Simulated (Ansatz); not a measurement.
The multiplicity is imposed and other spin states were not computed.

The numbers are results of r2SCAN-D4/def2-SVP in Ansatz (a first-principles code), not measurements. No frequencies were computed at this level.

Ansatz 0.2 input:
```yaml
crystal:
  periodic: [false, false, false]
  atoms:
    - { symbol: Cd, position_ang: [-0.009584, 0.03499, 0.023674] }
    - { symbol: Cl, position_ang: [-0.510039, 1.857763, 1.257676] }
    - { symbol: F, position_ang: [0.422856, -1.540287, -1.042737] }
basis:
  gaussian: { orbitals: def2-svp }
hamiltonian:
  xc: r2scan
  dispersion: d4
relax:
  max_steps: 150
```

Output:

```
Functional definition: r2SCAN
651 factors; their error is unknown
mean field evaluation 1: about -19794.6538 eV, gradient 4.6e1 eV
mean field evaluation 2: about -19713.5047 eV, gradient 2.1e2 eV
mean field evaluation 4: about -19798.1609 eV, gradient 1.6e1 eV
mean field evaluation 8: about -19798.7593 eV, gradient 1.2e-1 eV
mean field evaluation 16: about -19798.7593 eV, gradient 2.6e-5 eV
mean field -19798.75933900 eV, -727.5909856271 hartree, gradient 2.6e-5 eV, S^2 0.000000; 0 other end points of the search recorded, 0 dependent functions left out
reference -19798.75935121 eV, -727.5909860760 hartree; 23, 23 occupied and 40, 40 virtual orbitals, 651 factors
relax step   1: F+E_penalty+E_count = -19798.77043259 eV  Δ(F+E_penalty+E_count) = +0.000e0 eV  max|allowed force component| = 6.155e-1 eV/Å  Δτ_max = 0.0000 Å  (27 SCF iters, accepted)
these checks for a lower state are left out or cut short: starts, cluster_reference, orbital_swaps, neighbouring_geometries, increment
651 factors; their error is unknown
mean field -19798.76823879 eV, -727.5913126885 hartree, gradient 1.2e-5 eV, S^2 0.000000; 0 other end points of the search recorded, 0 dependent functions left out
reference -19798.76825104 eV, -727.5913131385 hartree; 23, 23 occupied and 40, 40 virtual orbitals, 651 factors
relax step   2: F+E_penalty+E_count = -19798.77935055 eV  Δ(F+E_penalty+E_count) = -8.918e-3 eV  max|allowed force component| = 6.210e-2 eV/Å  Δτ_max = 0.0119 Å  (30 SCF iters, accepted)
these checks for a lower state are left out or cut short: starts, cluster_reference, orbital_swaps, neighbouring_geometries, increment
651 factors; their error is unknown
mean field evaluation 32: about -19798.7684 eV, gradient 1.1e-5 eV
mean field -19798.76836937 eV, -727.5913174872 hartree, gradient 1.1e-5 eV, S^2 0.000000; 0 other end points of the search recorded, 0 dependent functions left out
reference -19798.76838162 eV, -727.5913179375 hartree; 23, 23 occupied and 40, 40 virtual orbitals, 651 factors
relax step   3: F+E_penalty+E_count = -19798.77948709 eV  Δ(F+E_penalty+E_count) = -1.365e-4 eV  max|allowed force component| = 2.056e-3 eV/Å  Δτ_max = 0.0026 Å  (31 SCF iters, accepted)
651 factors; their error is unknown
mean field -19798.76836937 eV, -727.5913174872 hartree, gradient 1.1e-5 eV, S^2 0.000000; 1 other end points of the search recorded, 0 dependent functions left out
reference -19798.76838162 eV, -727.5913179375 hartree; 23, 23 occupied and 40, 40 virtual orbitals, 651 factors
Total energy: -19798.77949934 eV, -727.5917265061 hartree
Atom 0 at    -0.006807     0.024805     0.016790 Å, force    -0.000573     0.002056     0.001397 eV/Å
Atom 1 at    -0.509608     1.856225     1.256630 Å, force     0.000368    -0.001327    -0.000901 eV/Å
Atom 2 at     0.419648    -1.528564    -1.034807 Å, force     0.000205    -0.000729    -0.000496 eV/Å
Dipole moment:    -0.010862     0.039581     0.026793 e Å
```

Cost: around 13 core-seconds (rough).
